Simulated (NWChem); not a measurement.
All runs are NWChem calculations. System: chlorotrifluoromethane (CClF₃), charge 0, spin multiplicity 1, at a geometry optimised with B3LYP/def2-SVP. Level: MP2/def2-TZVP, 9 core orbitals frozen.

The NWChem input:

```
start mol
memory heap 200 mb stack 900 mb global 1100 mb
geometry units angstroms nocenter noautoz
  F      0.854806     0.564727     1.078109
  C      0.355326    -0.024606     0.000000
  F      0.854806     0.564727    -1.078109
  F      0.725774    -1.298137     0.000000
  Cl    -1.414731     0.097987     0.000000
  symmetry group Cs
end
basis spherical
  * library def2-tzvp
end
scf
  rhf
  nopen 0
  maxiter 100
  thresh 1e-7
  semidirect memsize 60000000 filesize 0
end
mp2
  freeze core 9
end
task mp2 energy
```

Output (cleaned and shortened):

```
             Northwest Computational Chemistry Package (NWChem) 7.3.0
             --------------------------------------------------------

                                NWChem Input Module
                                -------------------

 Scaling coordinates for geometry "geometry" by  1.889725989
 (inverse scale =  0.529177249)

 Turning off AUTOSYM since
 SYMMETRY directive was detected!

                             Geometry "geometry" -> ""
                             -------------------------

 Output coordinates in angstroms (scale by  1.889725989 to convert to a.u.)

  No.       Tag          Charge          X              Y              Z
 ---- ---------------- ---------- -------------- -------------- --------------
    1 F                    9.0000     0.85480600     0.56472700     1.07810900
    2 C                    6.0000     0.35532600    -0.02460600     0.00000000
    3 F                    9.0000     0.85480600     0.56472700    -1.07810900
    4 F                    9.0000     0.72577400    -1.29813700     0.00000000
    5 Cl                  17.0000    -1.41473100     0.09798700     0.00000000

 Effective nuclear repulsion energy (a.u.)     249.7376027744

            Nuclear Dipole moment (a.u.)
            ----------------------------
        X                 Y               Z
 ---------------- ---------------- ----------------
     0.0000056692    -0.0000075589     0.0000000000

      Symmetry information
      --------------------

 Group name             Cs
 Group number              2
 Group order               2
 No. of unique centers     4

      Symmetry unique atoms

     1    2    4    5


 Summary of "ao basis" -> "" (spherical)
 ------------------------------------------------------------------------------
       Tag                 Description            Shells   Functions and Types
 ---------------- ------------------------------  ------  ---------------------
 *                         def2-tzvp                  on all atoms

 Summary of "ao basis" -> "ao basis" (spherical)
 ------------------------------------------------------------------------------
[...]
     1   1 0 0     -0.203347      0.000000      0.000006
     1   0 1 0      0.014094      0.000000     -0.000008
     1   0 0 1      0.000000      0.000000      0.000000

     2   2 0 0    -23.564977      0.000000    188.108078
     2   1 1 0     -0.096617      0.000000     -7.853836
     2   1 0 1     -0.000000      0.000000      0.000000
     2   0 2 0    -24.953526      0.000000     75.255870
     2   0 1 1      0.000000      0.000000      0.000000
     2   0 0 2    -24.960219      0.000000     74.712887

                   NWChem MP2 Semi-direct Energy/Gradient Module
                   ---------------------------------------------

  Basis functions       =    161
  Molecular orbitals    =    161
  Frozen core           =      9
  Frozen virtuals       =      0
  Active alpha occupied =     16
  Active beta occupied  =     16
  Active alpha virtual  =    136
  Active beta virtual   =    136
  Use MO symmetry       = T
  Use skeleton AO sym   = T

  AO/Fock/Back tols     =   1.0D-09  1.0D-09  1.0D-09

 GA uses MA = F    GA memory limited = T

 Available:
  local mem=  1.26D+08
 global mem=  1.44D+08
 local disk=  0.00D+00
  mp2_memr nvloc                   136
  nvloc new                   136
   1 passes of  16:        5242880                     161635                  92368980.
   1 passes of  16: M    126148487           G      144127358           F     120905607.

 Semi-direct pass number   1 of   1  for RHF alpha+beta  at        8.5s
  vrange nnbf                 12479
  mp2_eaftype                   352  avail_ma_in_mb                  1099
 EAF : mp2_eaftype filesize         352   46184490.
  mp2_eaf for mointskh                    352
Node 0 wrote    217.2 Mb in      0.3 s     Agg I/O rate:   716.5 Mb/s
 Done moints_semi at       17.0s
  mp2_eaftype                   352  avail_ma_in_mb                   747
 EAF : mp2_eaftype filesize         352   46184490.
  mp2_eaf for kh                   352
 Done maket at       17.6s
 Done multipass loop at       17.6s

          -------------------------------------------
          SCF energy                -795.844724660776
          Correlation energy          -1.085439235205
          Singlet pairs               -0.653597683038
          Triplet pairs               -0.431841552167
          Total MP2 energy          -796.930163895980
          -------------------------------------------

          ---------------------------------------------------
                    Spin Component Scaled (SCS) MP2
          Same spin pairs                     -0.287894368111
          Same spin scaling factor             0.333333333333
          Opposite spin pairs                 -0.797544867094
          Opposite spin scaling fact.          1.200000000000
          SCS-MP2 correlation energy          -1.053018629883
          Total SCS-MP2 energy              -796.897743290658
          ---------------------------------------------------

 -----------------------
 Performance information
 -----------------------

 Timer overhead =  9.62D-08 seconds/call

               Nr. of calls         CPU time (s)                 Wall time (s)                GFlops
             ---------------    -------------------     ------------------------------   -------------------
Name         Min   Avg   Max    Min     Avg     Max     Min     Avg     Max   Mx/calls   Min     Max     Sum
mp2: moin     1     1     1    8.5     8.5     8.5      8.5     8.5     8.5     8.5      0.0     0.0     0.0
mp2: make     1     1     1   0.56    0.56    0.56     0.56    0.56    0.56    0.56      0.0     0.0     0.0
mp2: tota     1     1     1    9.1     9.1     9.1      9.1     9.1     9.1     9.1      0.0     0.0     0.0

 The average no. of pstat calls per process was 3.00D+00
 with a timing overhead of 2.88D-07s

 Task  times  cpu:       17.6s     wall:       17.6s

 Total times  cpu:       17.6s     wall:       17.6s
```
